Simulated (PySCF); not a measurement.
```xyz
6

B     -0.6479    -0.4309     0.8231
C      0.2105     0.1403    -0.2664
C      0.9022     0.6002    -1.1456
H     -1.8328    -0.3848     0.7304
H     -0.1424    -0.9293     1.7775
H      1.5104     1.0046    -1.9190
```

Charge 0, multiplicity 1.

### Question
Give the Mulliken and meta-Löwdin atomic charges from ωB97X-D3(BJ)/def2-TZVP // B3LYP-D3(BJ)/def2-TZVP (PySCF).

### Answer

| atom | Mulliken (e) | meta-Löwdin (e) |
|---|---|---|
| B1 | 0.00 | 0.01 |
| C2 | 0.00 | -0.10 |
| C3 | -0.25 | -0.13 |
| H4 | 0.03 | 0.02 |
| H5 | 0.03 | 0.02 |
| H6 | 0.19 | 0.18 |
